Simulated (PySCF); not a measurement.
F3Te, multiplicity 2. Atoms are numbered in the order given.

```xyz
4

Te     0.0000     0.0000    -0.2561
F      0.0000    -1.9718    -0.0901
F      0.0000     0.0000     1.6596
F      0.0000     1.9718    -0.0901
```
Charge 0, spin multiplicity 2.

Coordinates come from a B3LYP-D3(BJ)/def2-SVP optimisation. The multiplicity is an assumed one; other spin states were not compared. The isomer is the one that the SMILES or the coordinates give; other isomers of the formula were not compared. The def2 effective core potentials stand for the cores of Te; spin–orbit coupling is left out.

These are B3LYP-D3(BJ)/def2-SVP (PySCF) values and carry that method's errors.

Frequencies are harmonic and unscaled.

```
mode  ν (cm⁻¹)  IR (km/mol)  moving atoms (share of kinetic energy)
----  --------  -----------  --------------------------------------
1           38         11.2                         F 80 %, Te 20 %
2          173         15.5                         F 82 %, Te 18 %
3          271          5.3                                  F 96 %
4          569          0.2                                 F 100 %
5          600        178.9                         F 77 %, Te 23 %
6          656         46.9                         F 87 %, Te 13 %
```
